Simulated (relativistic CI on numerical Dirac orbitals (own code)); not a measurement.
**Sensitivity of the levels of Zr XXV to α and to the nuclear radius**

These numbers are calculated, not measured: Dirac-Coulomb-Breit CI, separate exchange-only KLI orbitals for each configuration, derivatives by finite differences, unscaled Slater integrals, QED left out (own radial code, finite nucleus).

CI space (outside the closed core [Ne]): 3s2 3p4, 3s 3p5, 3s2 3p3 3d, 3p6, 3s 3p4 3d, 3p5 3d, 3p4 3d2, 3p3 3d3. Double excitations out of closed p, d and f shells are left out; levels of such configurations are missing from the list, as are those of other unlisted configurations, and high levels can miss mixing partners.

With x = (α/α₀)² − 1 an excitation energy changes as ω = ω₀ + qx; K = 2q/ω₀ is the relative enhancement. Terms are leading LS components, so labels can repeat. The field-shift factor is F = δν/δ⟨r²⟩ for the transition from the lowest level.

Lowest level 3s2 3p4 3P_2.

```
           Level  ω₀ (cm⁻¹)  q (cm⁻¹)  F (GHz/fm²)
    3s2 3p4 3P_0      68535     18910       -0.814
    3s2 3p4 3P_1     135913    155100        -1.96
    3s2 3p4 1D_2     179773    150900        -1.88
    3s2 3p4 1S_0     356920    293500        -5.61
    3s 3p5 3P°_2     698803    166200         -121
    3s 3p5 3P°_1     751143    171200         -103
3s2 3p3 3d 5D°_0     821488    173600        -55.2
3s2 3p3 3d 5D°_2     833813     31010        0.776
3s2 3p3 3d 5D°_3     839846     45790         2.02
3s2 3p3 3d 5D°_1     859930    101000        -13.7
3s2 3p3 3d 5D°_4     864222     75670         2.05
    3s 3p5 3P°_0     864505    196700        -64.2
3s2 3p3 3d 5D°_2     894413    100200         -2.6
3s2 3p3 3d 1P°_1     905692    256700        -83.6
3s2 3p3 3d 3G°_3     945032    109500         1.56
3s2 3p3 3d 3D°_1     958990    141500        0.999
3s2 3p3 3d 3F°_2     962320    152100          0.3
3s2 3p3 3d 1S°_0     973303    148300        0.958
3s2 3p3 3d 3F°_3     978804    154600         1.16
3s2 3p3 3d 3D°_3     991223    166500         1.26
3s2 3p3 3d 3G°_4     999788    174800         1.05
3s2 3p3 3d 3F°_4    1023968    167200         1.36
3s2 3p3 3d 3D°_1    1025313    100700        -7.27
```

At this charge energies of transitions that change n are usually good to better than 1 %, and those within a shell (Δn = 0) to a few per cent.

Which transition from the lowest level has the largest |K|?

3s2 3p4 3P_1 at 135913 cm⁻¹, K = 2.28.
